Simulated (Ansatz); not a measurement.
One change: `C[CH2][AlH][AlH2]` becomes `C[CH2][AlH][SeH]`.

Ansatz, PBE0-D4/def2-TZVP geometries, multiplicity 1. Each molecule was computed in one conformer, which needn't be the lowest.

Scalar relativity is left out up to krypton.

```tsv
property	`C[CH2][AlH][AlH2]`
HOMO energy (B3LYP/def2-TZVPP) / eV	-6.44
LUMO energy (PBE/def2-TZVPP) / eV	-2.73
size of the dipole moment (PBE/def2-TZVPP) / D	1.07
HOMO–LUMO gap (PBE/def2-TZVPP) / eV	2.88
HOMO–LUMO gap (PBE0/def2-TZVPP) / eV	4.64
ideal-gas entropy at 298 K and 1 bar (rigid rotor, harmonic PBE0-D4/def2-TZVP) / J/(mol·K)	374
```

Task: Give the same properties after the change, and the shifts. (Estimate.)

Result: Ansatz gave: 
```tsv
property	`C[CH2][AlH][SeH]`	shift
HOMO energy (B3LYP/def2-TZVPP) / eV	-6.99	-0.55
LUMO energy (PBE/def2-TZVPP) / eV	-1.76	0.97
size of the dipole moment (PBE/def2-TZVPP) / D	1.70	0.63
HOMO–LUMO gap (PBE/def2-TZVPP) / eV	4.38	1.50
HOMO–LUMO gap (PBE0/def2-TZVPP) / eV	6.21	1.57
ideal-gas entropy at 298 K and 1 bar (rigid rotor, harmonic PBE0-D4/def2-TZVP) / J/(mol·K)	358	-16
```

With PBE0 the HOMO falls by 0.62 eV and the LUMO rises by 0.96 eV, so the gap widens by about 1.58 eV. PBE moves the HOMO by -0.54 eV and ωB97M-V by -0.83 eV. The zero-point energy changes by -10.7 kJ/mol with -3 modes. Dipoles are sizes alone; their direction can turn. Modes under 60 cm⁻¹, often nearly free rotors, make the harmonic entropy too high.

B3LYP here is the variant with VWN-RPA as its local correlation; programs differ in this.

Spin–orbit coupling is left out; it splits and shifts lone-pair levels of the heavy atoms by tenths of an eV.
